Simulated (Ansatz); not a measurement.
Compare A (`CC[Si]SC`) with its isomer B (`C=C([SiH3])SC`).

Calculated with Ansatz (gas phase, PBE0-D4/def2-TZVP geometries, no zero-point term in ΔE). CBS: MP2 limit from def2 TZ/QZ plus the TZ coupled-cluster correction, frozen cores. Functionals use def2-TZVPP. B3LYP here is the variant with VWN-RPA as its local correlation; programs differ in this. Each species was taken in one conformer, which may not be the lowest.

(1) Which is lower in electronic energy at CCSD(T)/CBS, and by how much? (An estimate is asked.)

(2) Give E(B) − E(A) in kcal/mol with CCSD(T)/def2-TZVPP, MP2/def2-TZVPP, B2PLYP, r2SCAN-D4, B3LYP, B3LYP-D4, PBE0-D4. (Estimate.)

Largest T1 diagnostic: 0.014.

## Answers

(1) Ansatz gave: A, by 12.1 kcal/mol.

(2) Ansatz gave: CCSD(T)/def2-TZVPP 12.1, MP2/def2-TZVPP 11.2, B2PLYP 11.5, r2SCAN-D4 11.4, B3LYP 12.0, B3LYP-D4 12.0, PBE0-D4 14.3. None reverses the order clearly.

In def2-TZVPP, CCSD(T) changes the Hartree–Fock value by +4.2 kcal/mol (the triples alone add −0.2 kcal/mol) and MP2 by +3.2 kcal/mol.
